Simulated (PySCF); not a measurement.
Input of a run (PBE0-D3(BJ)/def2-SVP geometry optimisation, gas phase, def2 core potentials past Kr (PySCF 2.14.0)), started from GFN2-xTB:
```
{"job": {"xc": "PBE0", "basis": "def2-SVP", "d3": "d3bj", "grid": 1, "maxiter": 40, "kind": "geom"}, "charge": 0, "multiplicity": 1}
I      0.000860     0.002640    -0.556300
F     -0.001880    -0.006690     1.316910
F      1.904480     0.013370    -0.186930
F     -0.012870     1.907020    -0.185650
F     -1.903390    -0.012450    -0.190420
F      0.012810    -1.903880    -0.197610
```

Output (energies in Eh, forces in Eh/bohr):
```
step   0  E = -795.88215519  max force = 0.044416
step   1  E = -795.88489367  max force = 0.015346
step   2  E = -795.88528195  max force = 0.011024
step   3  E = -795.88826149  max force = 0.007407
step   4  E = -795.88787369  max force = 0.006790
step   5  E = -795.88868510  max force = 0.002133
step   6  E = -795.88878972  max force = 0.002526
step   7  E = -795.88880178  max force = 0.002217
step   8  E = -795.88883513  max force = 0.000708
step   9  E = -795.88883728  max force = 0.000699
step  10  E = -795.88884429  max force = 0.000048
optimisation converged
```

Question: Summarise the run.

Answer: The energy falls by 4.2 kcal/mol over 11 energy and gradient evaluations, the largest force component goes from 0.0444 to 4.8e-05 Eh/bohr, and the atoms move by 0.064 Å rms after alignment. Among the bonds, I1–F3, I1–F4, I1–F5 and I1–F6 change most and about equally (-0.021 to -0.020 Å). Bonds longer at the end by more than 0.005 Å: 0 of 5; shorter: 4. Among the angles that change most is F3–I1–F5, from 158.1° to 166.1°. The energy rose by more than 1e-6 Eh at step 4. The first step brought 41 % of the lowering.

Question: What are the final bond lengths?

Answer: I1–F2 1.877 Å, I1–F3 1.919 Å, I1–F4 1.919 Å, I1–F5 1.919 Å, I1–F6 1.919 Å. Numbering counts from 1 in the input's order; the species is `FI(F)(F)(F)F`.

The run used 96 basis functions and 76 SCF cycles in all. Hardware: one thread of an Arm Neoverse V1 (shared host). Cost: 51 s.

Whether it is a minimum is left open (no frequencies).
